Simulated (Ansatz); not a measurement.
Ca2O3H2. Total charge 0; singlet. Geometry B3LYP-D4/def2-SVP.

Cartesian coordinates in Å:
```
Ca -1.849 0.738 0.536
Ca 1.739 -0.920 -0.560
O -3.063 1.435 2.009
O -0.068 -0.113 -0.020
O 3.108 -1.359 -1.997
H -3.539 1.730 2.790
H 3.672 -1.511 -2.759
```

The 6-31G sets use Cartesian d functions. B3LYP takes the VWN-RPA correlation. The structure comes from a short search, and lower isomers may exist.

**Question.** Estimate the orbital energies around the gap (eV) in Ansatz with HF/def2-TZVP, PBE-D4/def2-SVP, PBE-D4/def2-TZVPD, r2SCAN-D4/def2-TZVP, B3LYP-D4/6-31G.

**Answer.** 
| orbital | HF/def2-TZVP | PBE-D4/def2-SVP | PBE-D4/def2-TZVPD | r2SCAN-D4/def2-TZVP | B3LYP-D4/6-31G |
| --- | --- | --- | --- | --- | --- |
| HOMO−13 | -33.75 | -24.86 | -25.14 | -25.91 | -26.57 |
| HOMO−12 | -33.74 | -24.68 | -24.97 | -25.73 | -26.45 |
| HOMO−11 | -31.71 | -20.74 | -21.38 | -22.45 | -23.20 |
| HOMO−10 | -31.45 | -20.70 | -21.33 | -22.38 | -23.14 |
| HOMO−9 | -28.34 | -17.89 | -18.55 | -19.55 | -20.06 |
| HOMO−8 | -15.19 | -9.06 | -9.37 | -9.60 | -10.18 |
| HOMO−7 | -15.06 | -8.95 | -9.27 | -9.50 | -10.07 |
| HOMO−6 | -10.90 | -5.15 | -5.48 | -5.61 | -6.03 |
| HOMO−5 | -10.85 | -5.09 | -5.45 | -5.58 | -5.93 |
| HOMO−4 | -10.83 | -5.03 | -5.41 | -5.54 | -5.92 |
| HOMO−3 | -10.83 | -5.02 | -5.39 | -5.53 | -5.92 |
| HOMO−2 | -10.24 | -4.65 | -4.94 | -5.03 | -5.53 |
| HOMO−1 | -9.34 | -4.61 | -4.89 | -4.99 | -5.30 |
| HOMO | -9.34 | -4.59 | -4.87 | -4.97 | -5.28 |
| LUMO | 0.46 | -1.69 | -1.83 | -1.20 | -1.33 |
| LUMO+1 | 0.79 | -1.21 | -1.36 | -0.67 | -0.88 |
| LUMO+2 | 1.41 | 0.47 | -0.21 | 0.35 | 0.23 |
| LUMO+3 | 1.78 | 0.47 | -0.09 | 0.52 | 0.41 |
| LUMO+4 | 1.93 | 0.65 | 0.10 | 0.70 | 0.69 |
| LUMO+5 | 2.05 | 0.69 | 0.10 | 0.71 | 0.73 |
